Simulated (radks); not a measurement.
The numbers below are computed, except where a source is named.
Cr5+, 19 electrons, occupied as [Ar] 3d1. Code: a radial shooting solver on a logarithmic mesh with Libxc functionals. Model: Dirac Kohn-Sham, LDA (Slater exchange, Perdew-Wang correlation), spin-unpolarised, spherical densities, finite nucleus; open shells fill j = l - 1/2 first; Fermi nuclear charge, rms radius 3.6452 fm.

Unscreened Slater integrals over Kohn-Sham orbitals (hartree). Large and small components are both included. Empty in this configuration: 3d5/2.

F0(3d3/2,3d3/2): 0.95870
F2(3d3/2,3d3/2): 0.46581
F0(3d3/2,3p3/2): 0.97729
F2(3d3/2,3p3/2): 0.47670
G1(3d3/2,3p3/2): 0.58217
G3(3d3/2,3p3/2): 0.36109
F0(3d3/2,3p1/2): 0.98105
G1(3d3/2,3p1/2): 0.58588
F0(3d3/2,3s1/2): 0.99563
G2(3d3/2,3s1/2): 0.45083
F0(3d3/2,3d5/2): 0.95771
F2(3d3/2,3d5/2): 0.46543
G2(3d3/2,3d5/2): 0.46508
G4(3d3/2,3d5/2): 0.29412
F0(3p3/2,3p3/2): 1.0048
F2(3p3/2,3p3/2): 0.50708
F0(3p3/2,3p1/2): 1.0086
G2(3p3/2,3p1/2): 0.50862
F0(3p3/2,3s1/2): 1.0230
G1(3p3/2,3s1/2): 0.68043
F0(3p3/2,3d5/2): 0.97628
F2(3p3/2,3d5/2): 0.47639
G1(3p3/2,3d5/2): 0.58212
G3(3p3/2,3d5/2): 0.36104
F0(3p1/2,3p1/2): 1.0126
F0(3p1/2,3s1/2): 1.0270
G1(3p1/2,3s1/2): 0.68252
F0(3p1/2,3d5/2): 0.98003
G3(3p1/2,3d5/2): 0.36268
F0(3s1/2,3s1/2): 1.0430
F0(3s1/2,3d5/2): 0.99457
G2(3s1/2,3d5/2): 0.45064
F0(3d5/2,3d5/2): 0.95672
F2(3d5/2,3d5/2): 0.46505
F4(3d5/2,3d5/2): 0.29411
